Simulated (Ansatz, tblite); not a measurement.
Dissociation curve of Si(Me)(OEt)2(H), SMILES [SiH](OCC)(OCC)C. The Si1–O15 bond (Si1 also carries C, H, O; O15 carries C) is varied alone, starting from the PBE0/def2-SVP optimised geometry.

Levels of theory: GFN2-xTB, 300 K electronic temperature (tblite); UKS-PBE0 = Ansatz (a first-principles code) with unrestricted PBE0/def2-SVP.

Energies relative to the lowest point of each curve near equilibrium, in kJ/mol; the last columns give the difference from UKS-PBE0:

```json
[
 {"R / Å": "1.37", "GFN2-xTB": "208.4", "UKS-PBE0": "227.2", "GFN2-xTB − UKS-PBE0": "-18.8"},
 {"R / Å": "1.47", "GFN2-xTB": "57.8", "UKS-PBE0": "80.8", "GFN2-xTB − UKS-PBE0": "-23.0"},
 {"R / Å": "1.57", "GFN2-xTB": "5.8", "UKS-PBE0": "15.7", "GFN2-xTB − UKS-PBE0": "-10.0"},
 {"R / Å": "1.61", "GFN2-xTB": "0.0", "UKS-PBE0": "4.8", "GFN2-xTB − UKS-PBE0": "-4.8"},
 {"R / Å": "1.66", "GFN2-xTB": "0.3", "UKS-PBE0": "0.0", "GFN2-xTB − UKS-PBE0": "0.3"},
 {"R / Å": "1.72", "GFN2-xTB": "8.2", "UKS-PBE0": "4.1", "GFN2-xTB − UKS-PBE0": "4.1"},
 {"R / Å": "1.79", "GFN2-xTB": "24.3", "UKS-PBE0": "18.9", "GFN2-xTB − UKS-PBE0": "5.4"},
 {"R / Å": "1.86", "GFN2-xTB": "44.6", "UKS-PBE0": "40.9", "GFN2-xTB − UKS-PBE0": "3.7"},
 {"R / Å": "2.02", "GFN2-xTB": "98.1", "UKS-PBE0": "105.9", "GFN2-xTB − UKS-PBE0": "-7.8"},
 {"R / Å": "2.20", "GFN2-xTB": "160.7", "UKS-PBE0": "185.7", "GFN2-xTB − UKS-PBE0": "-24.9"},
 {"R / Å": "2.43", "GFN2-xTB": "239.6", "UKS-PBE0": "280.2", "GFN2-xTB − UKS-PBE0": "-40.6"},
 {"R / Å": "2.76", "GFN2-xTB": "336.7", "UKS-PBE0": "385.8", "GFN2-xTB − UKS-PBE0": "-49.2"},
 {"R / Å": "3.07", "GFN2-xTB": "403.2", "UKS-PBE0": "436.4", "GFN2-xTB − UKS-PBE0": "-33.3"},
 {"R / Å": "3.49", "GFN2-xTB": "459.1", "UKS-PBE0": "467.1", "GFN2-xTB − UKS-PBE0": "-8.0"},
 {"R / Å": "4.12", "GFN2-xTB": "495.7", "UKS-PBE0": "482.9", "GFN2-xTB − UKS-PBE0": "12.8"},
 {"R / Å": "4.80", "GFN2-xTB": "507.7", "UKS-PBE0": "486.1", "GFN2-xTB − UKS-PBE0": "21.6"}
]
```

GFN2-xTB is furthest from UKS-PBE0 at 2.76 (-49.2 kJ/mol, below); its mean absolute difference over the points is 16.8 kJ/mol.

The unrestricted determinant behind UKS-PBE0 is spin-contaminated at 2.76 to 4.80 Å (<S²> up to 1.0, against 0.00 for a pure singlet).
